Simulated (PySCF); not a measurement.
ClCu, charge -1, doublet, geometry from GFN2-xTB (such geometries of metal compounds can be far from the true shape) (the multiplicity is a formal guess); MN12L/6-31G (PySCF).

PySCF was given this input:
```python
from pyscf import gto, scf, dft

mol = gto.Mole()
mol.atom = '''
    Cu   -0.00000000   -0.00000000   -0.78939767
    Cl    0.00000000    0.00000000    1.34661955
'''
mol.basis = '6-31g'
mol.charge = -1
mol.spin = 1
mol.verbose = 4
mol.build()

mf = dft.UKS(mol)
mf.xc = 'mn12l'
mf.kernel()
mf.analyze()
```

**Question.** Predict the main parts of the log of this PySCF run.

**Answer.** 
```
PySCF version 2.14.0

[INPUT] verbose = 4
[INPUT] num. atoms = 2
[INPUT] num. electrons = 47
[INPUT] charge = -1
[INPUT] spin (= nelec alpha-beta = 2S) = 1
[INPUT] symmetry False subgroup None
[INPUT] Mole.unit = angstrom
[INPUT] Symbol           X                Y                Z      unit          X                Y                Z       unit  Magmom
[...]
nuclear repulsion = 122.135890357457
number of shells = 18
number of NR pGTOs = 136
number of NR cGTOs = 40
basis = 6-31g
ecp = {}

******** <class 'pyscf.dft.uks.UKS'> ********
method = UKS
initial guess = minao
damping factor = 0
level_shift factor = 0
DIIS = <class 'pyscf.scf.diis.CDIIS'>
diis_start_cycle = 1
diis_space = 8
diis_damp = 0
SCF conv_tol = 1e-09
SCF conv_tol_grad = None
SCF max_cycles = 50
direct_scf = True
direct_scf_tol = 1e-13
number electrons alpha = 24  beta = 23
XC library pyscf.dft.libxc version 7.1.2
    S. Lehtola, C. Steigemann, M. J. T. Oliveira, and M. A. L. Marques,  SoftwareX 7, 1–5 (2018)
XC functionals = mn12l
    R. Peverati and D. G. Truhlar,  Phys. Chem. Chem. Phys. 14, 13171 (2012)
    R. Peverati and D. G. Truhlar,  Phys. Chem. Chem. Phys. 14, 13171 (2012)
radial grids:
    Treutler-Ahlrichs [JCP 102, 346 (1995); DOI:10.1063/1.469408] (M4) radial grids

becke partition: Becke, JCP 88, 2547 (1988); DOI:10.1063/1.454033
pruning grids: <function nwchem_prune>
grids dens level: 3
symmetrized grids: False
atomic radii adjust function: <function treutler_atomic_radii_adjust>
small_rho_cutoff = 0
Set gradient conv threshold to 3.16228e-05
tot grids = 39520
init E= -2099.36263632293

cycle= 1 E= -2086.70377004425  delta_E= 12.7  |g|= 4.67  |ddm|= 4.49
cycle= 2 E= -2080.36504751621  delta_E= 6.34  |g|= 5.32  |ddm|= 8.19
cycle= 3 E= -2097.94634720262  delta_E= -17.6  |g|= 2.36  |ddm|= 6.48

cycle= 4 E= -2091.57194473008  delta_E= 6.37  |g|= 2.73  |ddm|= 4.45

cycle= 5 E= -2099.04680432935  delta_E= -7.47  |g|= 1.74  |ddm|= 3.83
cycle= 6 E= -2099.21111907747  delta_E= -0.164  |g|= 1.47  |ddm|= 0.755
cycle= 7 E= -2099.42363793628  delta_E= -0.213  |g|= 1.23  |ddm|= 0.528
cycle= 8 E= -2099.65863387958  delta_E= -0.235  |g|= 0.71  |ddm|= 0.414
cycle= 9 E= -2099.64854365047  delta_E= 0.0101  |g|= 0.72  |ddm|= 1.69
cycle= 10 E= -2099.79654802766  delta_E= -0.148  |g|= 0.308  |ddm|= 0.562
cycle= 11 E= -2099.81232462545  delta_E= -0.0158  |g|=  0.2  |ddm|= 0.211
cycle= 12 E= -2099.82483369568  delta_E= -0.0125  |g|= 0.0355  |ddm|= 0.224
[...]
SCF not converged.
Total Energy =                       -2099.825355368969667
[...]
Two-electron Coulomb Energy =         1046.723565740418508
DFT Exchange-Correlation Energy =      -94.963450151966953
**** MO energy ****
                             alpha | beta                alpha | beta
[...]
To work with the spin densities directly, `use mulliken_meta_spin()` only printing them here.

 ** Mulliken spin pop alpha/beta on meta-lowdin orthogonal AOs **
 ** Mulliken Spin Density (per AO)  **
spin_pop of  0 Cu 1s        0.00000
spin_pop of  0 Cu 2s        0.00000
spin_pop of  0 Cu 3s        0.00007
spin_pop of  0 Cu 4s        0.23578
spin_pop of  0 Cu 5s        0.00185
spin_pop of  0 Cu 2px       0.00000
spin_pop of  0 Cu 2py       0.00000
spin_pop of  0 Cu 2pz       0.00000
spin_pop of  0 Cu 3px       0.00000
spin_pop of  0 Cu 3py       0.00000
spin_pop of  0 Cu 3pz      -0.00007
spin_pop of  0 Cu 4px       0.00113
spin_pop of  0 Cu 4py       0.00113
spin_pop of  0 Cu 4pz       0.07867
spin_pop of  0 Cu 5px      -0.00008
spin_pop of  0 Cu 5py      -0.00008
spin_pop of  0 Cu 5pz       0.02236
spin_pop of  0 Cu 3dxy     -0.00009
spin_pop of  0 Cu 3dyz     -0.00151
spin_pop of  0 Cu 3dz^2     0.54638
spin_pop of  0 Cu 3dxz     -0.00151
spin_pop of  0 Cu 3dx2-y2   -0.00009
spin_pop of  0 Cu 4dxy      0.00009
spin_pop of  0 Cu 4dyz     -0.00017
spin_pop of  0 Cu 4dz^2     0.00012
spin_pop of  0 Cu 4dxz     -0.00017
spin_pop of  0 Cu 4dx2-y2    0.00009
spin_pop of  1 Cl 1s        0.00000
spin_pop of  1 Cl 2s       -0.00000
spin_pop of  1 Cl 3s        0.01209
spin_pop of  1 Cl 4s        0.00570
spin_pop of  1 Cl 2px      -0.00000
spin_pop of  1 Cl 2py      -0.00000
spin_pop of  1 Cl 2pz       0.00001
spin_pop of  1 Cl 3px       0.00079
spin_pop of  1 Cl 3py       0.00079
spin_pop of  1 Cl 3pz       0.09121
spin_pop of  1 Cl 4px      -0.00017
spin_pop of  1 Cl 4py      -0.00017
spin_pop of  1 Cl 4pz       0.00582
 ** Mulliken Spin Density (per atom)  **
spin density of  0 Cu =      0.88393
spin density of  1 Cl =      0.11607
 ** Mulliken pop alpha/beta on meta-lowdin orthogonal AOs **
 ** Mulliken pop       alpha | beta **
[...]
In total            24.00000 | 23.00000
 ** Mulliken atomic charges   ( Nelec_alpha | Nelec_beta ) **
charge of  0Cu =     -0.17068  (    15.02730     14.14338 )
charge of  1Cl =     -0.82932  (     8.97270      8.85662 )

WARN: System has nonzero charge -1; the dipole moment is origin-dependent.
Location of origin: [0. 0. 0.]

Dipole moment(X, Y, Z, Debye): -0.00000, -0.00000,  0.42022
```

Convergence was not reached.
